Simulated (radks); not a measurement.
Species: Ba+. Configuration: [Xe] 6s1 (the NIST ground configuration). All-electron calculation, scalar-relativistic Kohn-Sham, PBEsol, spin-polarised, spherical densities, point nucleus; open shells are filled with parallel spins first (spin-orbit coupling, left out, can overturn this in heavy ions). Program: a radial shooting solver on a logarithmic mesh with Libxc functionals.

Normalised radial functions P(r) = r R(r), r in bohr:

r,5p down
0.003051,0.0041
0.003552,0.0053
0.004135,0.0069
0.004814,0.0089
0.005604,0.0116
0.006524,0.0150
0.007595,0.0193
0.008842,0.0248
0.01038,0.0321
0.01208,0.0408
0.01406,0.0514
0.01637,0.0642
0.01906,0.0793
0.02219,0.0966
0.02583,0.1160
0.03007,0.1365
0.035,0.1570
0.04075,0.1753
0.04744,0.1886
0.05567,0.1932
0.06481,0.1843
0.07545,0.1583
0.08784,0.1123
0.1023,0.0459
0.119,-0.0372
0.1386,-0.1278
0.1613,-0.2114
0.1878,-0.2688
0.2187,-0.2806
0.2566,-0.2280
0.2987,-0.1140
0.3477,0.0470
0.4048,0.2217
0.4713,0.3646
0.5487,0.4298
0.6387,0.3855
0.7436,0.2278
0.8657,-0.0168
1.008,-0.2980
1.173,-0.5581
1.377,-0.7548
1.603,-0.8376
1.866,-0.8145
2.172,-0.7060
2.529,-0.5482
2.944,-0.3814
3.427,-0.2378
3.99,-0.1321
4.645,-0.0641
5.407,-0.0264
6.345,-0.0085
7.387,-0.0023
8.6,-0.0005
10.01,-0.0001
11.65,0.0000
13.57,0.0000

5p down: eigenvalue -24.282 eV, 3 radial nodes at r = 0.112, 0.334, 0.858 bohr, <r> = 1.91 bohr, 90 % of the charge inside 2.78 bohr.
